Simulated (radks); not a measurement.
Rb, configuration [Kr] 5s1.

Method: Dirac Kohn-Sham, PBE, spin-unpolarised, spherical densities, finite nucleus; Fermi nuclear charge, rms radius 4.2036 fm; computed with a radial shooting solver on a logarithmic mesh with Libxc functionals.

Energy parts (eV):
part                       energy
total                  -81128.713
kinetic                 83437.982
electron-nucleus      -195886.292
Hartree                 34062.536
exchange-correlation    -2742.939

Orbitals (lengths in bohr, moments of r in powers of bohr; r(max) is where P^2 peaks):
orbital  occ.  eigenvalue (eV)     <r^2>   r(max)      <r>  small-component weight
1s1/2       2        -15027.71  0.002187  0.02628  0.04029                1.81e-02
2s1/2       2        -2007.120   0.03723   0.1497   0.1776                3.61e-03
2p1/2       2        -1820.417   0.02846   0.1173   0.1523                3.61e-03
2p3/2       4        -1759.634   0.02988   0.1207   0.1563                3.51e-03
3s1/2       2        -297.8534    0.2994   0.4511   0.5104                8.97e-04
3p1/2       2        -230.9657    0.3062   0.4406   0.5116                8.45e-04
3p3/2       4        -221.8355    0.3186   0.4495   0.5221                8.20e-04
3d3/2       4        -104.8345    0.3355   0.3917   0.5231                7.02e-04
3d5/2       6        -103.2846    0.3402   0.3944   0.5269                6.95e-04
4s1/2       2         -31.8806     2.418    1.262    1.456                1.55e-04
4p1/2       2         -16.5564     3.361    1.409    1.701                1.15e-04
4p3/2       4         -15.6778     3.518    1.438    1.740                1.11e-04
5s1/2       1          -2.2314     31.68    4.373    5.247                1.19e-05

The highest occupied level is 5s1/2 at -2.231 eV. Summed over all electrons, <r^2> = 63.44 bohr^2, which gives a Langevin (diamagnetic) susceptibility term of -50.2 x 10^-6 cm^3/mol. The electron density at the nucleus is 5.494e+04 e/bohr^3.
